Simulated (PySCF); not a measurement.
NMR data sheet: C$_{7}$H$_{13}$FO

```yaml
Formula: C7H13FO
SMILES: COC/C(C)=C\CCF
Point_group_of_the_computed_structure: C1
Degrees_of_unsaturation: 1
Carbon_signals: 7
Proton_signals: 6
```

Atom-mapped SMILES (the numbers label the heavy atoms): `[CH3:1][O:2][CH2:3]/[C:4]([CH3:5])=[CH:6]\[CH2:7][CH2:8][F:9]` (H(Xn): hydrogen on atom n).

- GIAO PBE0/pcSseg-1 shieldings
- structure optimised with GFN2-xTB
- program: PySCF 2.14
- relativity neglected, a single conformation, no solvent model, rapidly exchanging positions averaged

δ = σ(ref) − σ, references computed at the same level: ¹H (31.72 ppm), ¹³C (186.93 ppm) vs TMS; ¹⁹F (170.95 ppm) against CFCl3; H2O for ¹⁷O (336.08 ppm).

| carbon | δC, type | δH (multiplicity) | HMBC from (2–3 bonds) | span of the C tensor (ppm) |
| --- | --- | --- | --- | --- |
| C1 | 60.9, CH3 | 3.47 (s) | H(C3) | 89 |
| C3 | 77.1, CH2 | 3.77 (s) | H(C6), H(C1), H(C5) | 73 |
| C4 | 140.5, C | – | H(C6), H(C3), H(C7), H(C5) | 219 |
| C5 | 28.4, CH3 | 1.94 (s) | H(C6), H(C3) | 49 |
| C6 | 136.7, CH | 6.22 (m) | H(C8), H(C3), H(C7), H(C5) | 208 |
| C7 | 33.5, CH2 | 2.52 (m) | H(C6), H(C8) | 13 |
| C8 | 86.5, CH2 | 4.74 (m) | H(C6), H(C7) | 91 |

Other nuclei:
```
atoms  nucleus                environment  δ (ppm)  σ (ppm)
   F9      ¹⁹F  fluorine on an sp3 carbon   -251.1    422.0
   O2      ¹⁷O               ether oxygen     24.7    311.4
```

1. Carbon types of the structure: 1 × C, 1 × CH, 3 × CH2, 2 × CH3, which accounts for all hydrogens.
2. δC 140.5: fully substituted alkene carbon; the olefinic region.
3. δC 136.7: alkene CH; an sp2 carbon of a C=C bond.
4. δC 86.5: sp3 CH2 bonded to F; deshielded by the electronegative neighbour.
5. δC 77.1: allylic sp3 CH2 bonded to O; the inductive effect lowers its shielding.
6. δC 60.9: methyl carbon bonded to O; deshielded by the electronegative neighbour.

Splittings by ¹⁹F in the carbon and heteronuclear signals aren't shown, as no couplings were computed. Shifts are as computed. Against solution values, carbons near 30 ppm lie about +3 ppm off and those near 130 ppm about +5 ppm. Of 1309 compounds with measured shifts, 239 miss one by over three times the rms of a fit or turn the order of signals round; such compounds aren't used in these exercises. Unscaled 19F shifts against computed CFCl3 carry errors that often reach 10 to 50 ppm. Experimental scales use liquid or dissolved standards, which lie at an offset from isolated H2O (liquid H2O: subtract about 36 ppm). Multiplicities follow the n + 1 count of equivalent neighbours, as no J values were calculated; m marks all less simple cases, F and P coupling included.
